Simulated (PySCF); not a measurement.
ClH7P2Si2.
Cartesian coordinates in Å at the PBE0-D3(BJ)/def2-SVP level; atoms count from 1:
```xyz
12
ClH7P2Si2 angstrom
Si    -0.8959   -1.4666    0.0448
Si     0.3385    0.4477    0.5765
P     -0.6589    2.3970   -0.0011
P      2.4177    0.4903   -0.3181
Cl     0.5620    0.4618    2.6521
H     -1.0906   -1.5131   -1.4384
H     -0.1576   -2.6915    0.4798
H     -2.2319   -1.4200    0.7133
H     -1.9588    1.9419    0.3830
H     -0.8185    1.9723   -1.3596
H      2.6373   -0.9025   -0.0807
H      1.9096    0.2715   -1.6393
```

Jobs on this species (12 atoms, 82 electrons) with PySCF (density fitting). Hardware of each: one thread, Arm Neoverse V1 (aarch64), no GPU, shared host. Times come from a shared host and carry two figures at best. Peak memory is the resident size of the whole Python process, interpreter and libraries included.

```json
{"level and settings": "delta-SCF UKS PBE, pcX-2 on the ionised atom, pcseg-1 elsewhere, spin-free X2C", "work": "ΔSCF core ionisation, 8 holes", "basis functions": "167", "SCF cycles": "?", "wall time": "?", "peak memory": "?"}
{"level and settings": "delta-SCF UKS SCAN, pcX-2 on the ionised atom, pcseg-1 elsewhere, non-relativistic", "work": "ΔSCF core ionisation, 8 holes", "basis functions": "167", "SCF cycles": "?", "wall time": "?", "peak memory": "?"}
{"level and settings": "delta-SCF UKS PBE0, pcX-2 on the ionised atom, pcseg-1 elsewhere, spin-free X2C", "work": "ΔSCF core ionisation, 8 holes", "basis functions": "167", "SCF cycles": "?", "wall time": "?", "peak memory": "?"}
{"level and settings": "delta-SCF UKS SCAN, pcX-2 on the ionised atom, pcseg-1 elsewhere, spin-free X2C", "work": "ΔSCF core ionisation, 8 holes", "basis functions": "167", "SCF cycles": "107", "wall time": "54 s", "peak memory": "0.61 GiB"}
{"level and settings": "delta-SCF UKS SCAN, pcX-1 on the ionised atom, pcseg-1 elsewhere, spin-free X2C", "work": "ΔSCF core ionisation, 8 holes", "basis functions": "147", "SCF cycles": "106", "wall time": "45 s", "peak memory": "0.47 GiB"}
{"level and settings": "delta-SCF UKS B3LYP, pcX-2 on the ionised atom, pcseg-1 elsewhere, spin-free X2C", "work": "ΔSCF core ionisation, 8 holes", "basis functions": "167", "SCF cycles": "96", "wall time": "81 s", "peak memory": "0.76 GiB"}
{"level and settings": "PBE0-D3(BJ)/def2-SVP, grid level 1", "work": "geometry optimisation from a GFN2-xTB start shaken at random", "basis functions": "125", "SCF cycles": "65", "wall time": "91 s", "peak memory": "0.50 GiB"}
{"level and settings": "delta-SCF UKS HF, pcX-2 on the ionised atom, pcseg-1 elsewhere, spin-free X2C", "work": "ΔSCF core ionisation, 8 holes", "basis functions": "167", "SCF cycles": "92", "wall time": "56 s", "peak memory": "0.65 GiB"}
{"level and settings": "delta-SCF UKS SCAN, def2-TZVP on the ionised atom, pcseg-1 elsewhere, spin-free X2C", "work": "ΔSCF core ionisation, 8 holes", "basis functions": "144", "SCF cycles": "105", "wall time": "50 s", "peak memory": "0.47 GiB"}
```

**Question.** Fill in the missing figures.

**Answer.** 
- delta-SCF UKS PBE, pcX-2 on the ionised atom, pcseg-1 elsewhere, spin-free X2C; ΔSCF core ionisation, 8 holes: 35 s, 0.63 GiB, 109 SCF cycles
- delta-SCF UKS SCAN, pcX-2 on the ionised atom, pcseg-1 elsewhere, non-relativistic; ΔSCF core ionisation, 8 holes: 52 s, 0.60 GiB, 106 SCF cycles
- delta-SCF UKS PBE0, pcX-2 on the ionised atom, pcseg-1 elsewhere, spin-free X2C; ΔSCF core ionisation, 8 holes: 80 s, 0.77 GiB, 92 SCF cycles

**Question.** What do all jobs in the table cost together?

**Answer.** About 9.1 min; the longest takes about 17 % of that, and about 2.6 times as long as the shortest.
